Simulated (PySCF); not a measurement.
**Peak assignment**

Numbering as in the mapped SMILES `[CH3:1][C@@:2]1([CH:3]([F:4])[F:5])[CH2:6][SiH2:7]1`. Hydrogens are named by the atom that carries them. Ha(C6), Ha(Si7) are pro-R; Hb(C6), Hb(Si7) are pro-S.

- shielding tensors at PBE0/pcSseg-1 (GIAO)
- GFN2-xTB structure
- code: PySCF 2.14
- non-relativistic Hamiltonian, gas phase, single conformer, rapidly exchanging positions averaged

δ = σ(ref) − σ, references computed at the same level: ¹³C (σ = 186.93 ppm) and ¹H (σ = 31.72 ppm) vs TMS.

Question: Assign these signals to the numbered atoms. ¹³C{¹H} NMR (computed): δ 126.8, 22.2, 15.5, 7.0.

Answer: 
| δ (ppm) | atoms | environment | reason |
| --- | --- | --- | --- |
| 126.8 | C3 | sp3 CH bonded to 2 F | 2 electronegative neighbours deshield it |
| 22.2 | C2 | three-membered-ring carbon | carbons of three-membered rings are unusually shielded |
| 15.5 | C1 | methyl carbon | saturated and bonded to C and H only |
| 7.0 | C6 | three-membered-ring carbon | carbons of three-membered rings are unusually shielded |

Question: Assign these signals to the numbered atoms. ¹H NMR (400 MHz, computed): δ 5.54 (m, 1H), 2.82 (m, 1H), 2.61 (m, 1H), 1.46 (s, 3H), 0.80 (m, 1H), 0.52 (m, 1H).

Answer: 
5.54 → H(C3), hydrogen on an sp3 CH bonded to 2 F: its carbon carries F, hence the downfield position
2.82 → Hb(Si7), hydrogen on a silicon bonded to 2 C, in a 3-membered ring
2.61 → Ha(Si7), hydrogen on a silicon bonded to 2 C, in a 3-membered ring
1.46 → H(C1), hydrogen on a methyl carbon
0.80 → Hb(C6), hydrogen on a three-membered-ring carbon: cyclopropane-type protons are shielded by the ring
0.52 → Ha(C6), hydrogen on a three-membered-ring carbon

Splittings by ¹⁹F in the carbon and heteronuclear signals aren't shown, as no couplings were computed. Shifts are as computed. Against solution values, carbons near 30 ppm lie about +3 ppm off and those near 130 ppm about +5 ppm. Of 1211 compounds with measured shifts, 218 miss one by over three times the rms of a fit or turn the order of signals round; such compounds aren't used in these exercises. No couplings were computed; multiplicities are counted from neighbouring protons, with m where these are inequivalent, close in shift, in a saturated or five-membered ring or joined by F or P, and br s for small geminal =CH2 splittings.
